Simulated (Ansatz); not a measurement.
Ansatz (a quantum-chemistry and plane-wave program) input (PBE0/def2-TZVPD):

Ansatz 0.2 input:
```yaml
crystal:
  periodic: [false, false, false]
  atoms:
    - {symbol: Si, position_ang: [-0.00507796, -0.01455861, 0.31611006]}
    - {symbol: O, position_ang: [0.74577885, 1.38190277, -0.08669557]}
    - {symbol: C, position_ang: [0.09025240, 2.62417067, -0.26420517]}
    - {symbol: O, position_ang: [-1.21005323, -0.17803327, -0.78213970]}
    - {symbol: C, position_ang: [-2.08427621, -1.29259983, -0.85504830]}
    - {symbol: O, position_ang: [1.13819143, -1.17459705, 0.26366920]}
    - {symbol: C, position_ang: [2.16763570, -1.24941023, -0.71139391]}
    - {symbol: N, position_ang: [-0.68757557, -0.11876933, 1.87073026]}
    - {symbol: H, position_ang: [-0.66033129, 2.56348395, -1.05644133]}
    - {symbol: H, position_ang: [0.83828783, 3.36760685, -0.54035360]}
    - {symbol: H, position_ang: [-0.39748828, 2.94946930, 0.66077598]}
    - {symbol: H, position_ang: [-2.90337459, -1.03896002, -1.52842484]}
    - {symbol: H, position_ang: [-1.56378293, -2.16994321, -1.24842875]}
    - {symbol: H, position_ang: [-2.49459623, -1.54478875, 0.12652080]}
    - {symbol: H, position_ang: [2.83804153, -2.06134665, -0.42965071]}
    - {symbol: H, position_ang: [2.73235409, -0.31614300, -0.75970091]}
    - {symbol: H, position_ang: [1.75516531, -1.46186134, -1.70181495]}
    - {symbol: H, position_ang: [-0.12226975, -0.28545576, 2.68611583]}
    - {symbol: H, position_ang: [-1.57089283, 0.30600108, 2.09596255]}
basis:
  gaussian:
    orbitals: def2-TZVPD
hamiltonian:
  xc: {name: PBE0}
magnetization: {spin_polarized: true, initial_magnetization: 2}
```

Output:

```
Functional definition: PBE0
integrals: 0.68 GiB planned
2110 factors; their error is unknown
mean field: 6.18 GiB planned
mean field evaluation 1: about -18769.3226 eV, gradient 6.4e1 eV
mean field evaluation 2: about -18747.3844 eV, gradient 9.6e1 eV
mean field evaluation 4: about -18786.1141 eV, gradient 6.1e0 eV
mean field evaluation 8: about -18786.5801 eV, gradient 1.6e0 eV
mean field evaluation 16: about -18786.6081 eV, gradient 1.4e-2 eV
mean field -18786.60805462 eV, -690.3951119869 hartree, gradient 4.5e-5 eV, S^2 2.005526; 2 other end points of the search recorded, 0 dependent functions left out
reference -18786.60811663 eV, -690.3951142658 hartree; 38, 36 occupied and 372, 374 virtual orbitals, 2110 factors
Total energy: -18786.60811663 eV, -690.3951142658 hartree
```

This state (charge 0, triplet) is run at the relaxed geometry of the species with charge 0 and multiplicity 1, and is a spin state other than that species' own.
